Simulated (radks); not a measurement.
Species: the thulium ion Tm33+. Configuration: [Kr]. Calculated with a radial shooting solver on a logarithmic mesh with Libxc functionals: scalar-relativistic Kohn-Sham, r2SCAN, spin-polarised, spherical densities, finite nucleus; meta-GGA in the generalised Kohn-Sham scheme; Fermi nuclear charge, rms radius 5.2256 fm.

X-ray form factor f0, the Fourier transform of the density (f0(0) = 36):

sin(theta)/lambda (1/angstrom),f0 (electrons)
0.05,35.948
0.1,35.791
0.15,35.534
0.2,35.179
0.25,34.733
0.3,34.202
0.4,32.919
0.5,31.405
0.6,29.738
0.8,26.250
1,22.949
1.25,19.468
1.5,16.735
2,12.703
